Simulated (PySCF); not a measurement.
# Field gradients at the hydrogen positions

C2H10OSi4.
Geometry (GFN2-xTB, Å), atoms numbered from 1 in this order:
```
atom  x, y, z in Å
O1    -0.6546   -1.7579   -0.3400
C2    -1.5944   -1.2015    0.1942
C3    -2.0951    0.1082   -0.1788
Si4   -0.5395    1.2578    0.1540
Si5    1.1368    0.3687   -1.2681
Si6    2.1622   -0.6209    0.6100
Si7    0.6339    0.4636    2.0497
H8    -2.0626   -1.6605    1.0878
H9    -2.9844    0.3922    0.3725
H10   -2.2790    0.1767   -1.2468
H11   -1.1997    2.5779    0.0616
H12    1.9575    1.4598   -1.8366
H13    0.7305   -0.3877   -2.4527
H14    2.1801   -2.0818    0.6900
H15    3.5727   -0.2561    0.8350
H16   -0.1423   -0.3528    2.9961
H17    1.1711    1.5262    2.9115
```

Level: PBE0/pcSseg-1 (PySCF, non-relativistic); Q(2H) = 0.00286 b; rigid geometry, the same for H and D, with no vibrational averaging.

**Question.** Rank these positions by the coupling χzz of a deuteron there, largest first.
A. H10 (methylene hydrogen)
B. H8 (formyl hydrogen)
C. H12 (Si–H hydrogen)
D. H13 (Si–H hydrogen)

**Answer.** A (216 kHz), B (180 kHz), D (113 kHz), C (105 kHz).

**Question.** Give the electric field gradient Vzz (the principal value of largest size), its asymmetry and the 2H coupling at each hydrogen.

**Answer.** 
```
atom  bonded to  bond length (Å)  Vzz (au)     η  χzz (kHz)
  H8         C2            1.108    0.2683  0.01        180
  H9         C3            1.084    0.3221  0.05        216
 H10         C3            1.086    0.3212  0.03        216
 H11        Si4            1.479    0.1552  0.01        104
 H12        Si5            1.479    0.1562  0.01        105
 H13        Si5            1.463    0.1679  0.04        113
 H14        Si6            1.463    0.1677  0.02        113
 H15        Si6            1.474    0.1594  0.00        107
 H16        Si7            1.471    0.1622  0.02        109
 H17        Si7            1.470    0.1632  0.01        110
```

**Question.** Average by the element that carries the hydrogen.

**Answer.** on C: 204 kHz over 3 positions, mean bond length 1.093 Å; on Si: 109 kHz over 7 positions, mean bond length 1.471 Å.

**Question.** How does χzz go with the bond length over the 7 Si–H bonds?

**Answer.** A straight-line fit has a slope of -5.1 kHz for each 0.01 Å, with a correlation coefficient of -1.00, over lengths from 1.463 to 1.479 Å. The longer bonds have the smaller couplings here.

**Question.** A static deuteron (I = 1) shows a doublet split by (3/2)χ, (3/4)χ(1 + η) and (3/4)χ(1 − η) with the field along z, y and x of the gradient. What are these for H17?

**Answer.** With |χ| = 109.7 kHz and η = 0.009: 165, 83 and 82 kHz, to first order and without motion.

One conformer (not necessarily the lowest) at the GFN2-xTB geometry, without solvent, vibrations or thermal averaging. GFN2-xTB bond lengths can be off by several hundredths of an ångström, more for odd bonds, and the gradients follow them. These gradients aren't converged with respect to the basis.
